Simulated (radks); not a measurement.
The numbers below are computed, except where a source is named.
Q: Ionisation ladder of indium, from In XXIII to In XLIV. Each ion is in the ground configuration listed by NIST, and IE = E(next ion) - E(this ion). Level of theory: Dirac Kohn-Sham, relativistic LDA (MacDonald-Vosko exchange, VWN5 correlation), spin-unpolarised, spherical densities, finite nucleus; open shells fill j = l - 1/2 first; Fermi nuclear charge, rms radius 4.6156 fm (a radial shooting solver on a logarithmic mesh with Libxc functionals).

| species | configuration | IE, Delta-SCF (eV) | -e(HOMO) (eV) | HOMO |
|---|---|---|---|---|
| In XXIII | [Ar] 3d9 | 1113.4 | 1078.3 | 3d5/2 |
| In XXIV | [Ar] 3d8 | 1184.7 | 1148.8 | 3d5/2 |
| In XXV | [Ar] 3d7 | 1257.6 | 1220.9 | 3d5/2 |
| In XXVI | [Ar] 3d6 | 1332.0 | 1294.5 | 3d5/2 |
| In XXVII | [Ar] 3d5 | ? | 1369.7 | 3d5/2 |
| In XXVIII | [Ar] 3d4 | 1495.7 | 1456.4 | 3d3/2 |
| In XXIX | [Ar] 3d3 | ? | 1535.2 | 3d3/2 |
| In XXX | [Ar] 3d2 | 1656.3 | 1615.5 | 3d3/2 |
| In XXXI | [Ar] 3d1 | 1738.7 | 1697.3 | 3d3/2 |
| In XXXII | [Ar] | 1963.8 | 1927.0 | 3p3/2 |
| In XXXIII | [Ne] 3s2 3p5 | 2038.0 | 2000.8 | 3p3/2 |
| In XXXIV | [Ne] 3s2 3p4 | ? | 2075.3 | 3p3/2 |
| In XXXV | [Ne] 3s2 3p3 | 2188.1 | 2150.3 | 3p3/2 |
| In XXXVI | [Ne] 3s2 3p2 | ? | 2279.2 | 3p1/2 |
| In XXXVII | [Ne] 3s2 3p1 | 2396.2 | 2357.2 | 3p1/2 |
| In XXXVIII | [Ne] 3s2 | 2555.4 | 2518.9 | 3s1/2 |
| In XXXIX | [Ne] 3s1 | 2625.7 | 2591.5 | 3s1/2 |
| In XL | [Ne] | 6117.6 | 6013.0 | 2p3/2 |
| In XLI | [He] 2s2 2p5 | 6328.2 | 6222.5 | 2p3/2 |
| In XLII | [He] 2s2 2p4 | 6541.0 | 6434.3 | 2p3/2 |
| In XLIII | [He] 2s2 2p3 | 6755.5 | 6648.0 | 2p3/2 |
| In XLIV | [He] 2s2 2p2 | 7213.5 | 7100.4 | 2p1/2 |

Estimate the withheld Delta-SCF values.

A: In XXVII: 1407.9 eV (NIST 1413); In XXIX: 1575.3 eV (NIST 1575); In XXXIV: 2112.7 eV (NIST 2111); In XXXVI: 2318.2 eV (NIST 2317).

Beside tabulated values, note that spin-unpolarised runs miss the spin-polarisation part of the exchange energy of open shells.
